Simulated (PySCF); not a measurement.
**Molecular orbitals of InS**

PBE0 at R = 2.560 Å; PySCF, scalar-relativistic core potentials, basis sets In def2-SVPD with ECP28, S def2-SVPD. State: ²Π (doublet), unpaired electrons π ↑. Only the outer orbitals are listed, counted within each symmetry, core potentials removing the inner ones.

| spin | orbital | occ. | ε (eV) | on In (%) | main shells (%) |
| --- | --- | --- | --- | --- | --- |
| α | 7σ | 1 | -18.52 | 6 | 94 S s |
| α | 8σ | 1 | -10.14 | 62 | 61 In s, 32 S p |
| α | 4π | 1 | -8.33 | 2 | 97 S p |
| α | 4π | 1 | -7.05 | 5 | 95 S p |
| α | 9σ | 1 | -6.67 | 49 | 51 S p, 29 In s, 19 In p |
| α | 5π | 0 | -1.91 | 96 | 95 In p |
| α | 5π | 0 | -1.74 | 95 | 93 In p |
| α | 10σ | 0 | -0.10 | 67 | 42 In p, 24 S s, 12 In d |
| β | 7σ | 1 | -17.20 | 5 | 95 S s |
| β | 8σ | 1 | -9.97 | 67 | 66 In s, 27 S p |
| β | 4π | 1 | -6.64 | 6 | 94 S p |
| β | 9σ | 1 | -6.43 | 47 | 53 S p, 23 In s, 22 In p |
| β | 4π | 0 | -4.09 | 15 | 84 S p, 14 In p |
| β | 5π | 0 | -1.73 | 94 | 92 In p |
| β | 5π | 0 | -1.60 | 86 | 83 In p, 14 S p |

Question: Which are the highest filled and the lowest empty level, where do they sit, and how wide is the gap?

Answer: Highest filled β 9σ at -6.43 eV (in %: 53 S p, 23 In s, 22 In p); lowest empty β 4π at -4.09 eV (in %: 84 S p, 14 In p); the gap at PBE0 is 2.34 eV.

| Item | Value |
| --- | --- |
| bond order (Mayer) | 0.93 |
| ⟨S²⟩ | 0.755 |
| charge on In (Mulliken, basis-dependent) | 0.58 |
| charge on In (Löwdin, basis-dependent) | 0.39 |
| dipole moment (positive dipole means In(−)S(+)) | -3.17 D |
| polarisability along the bond | 96.4 bohr³ |
| polarisability across the bond | 59.2 bohr³ |

Spin–orbit coupling is left out. The state was picked by a PBE0 search and need not be the measured ground state.
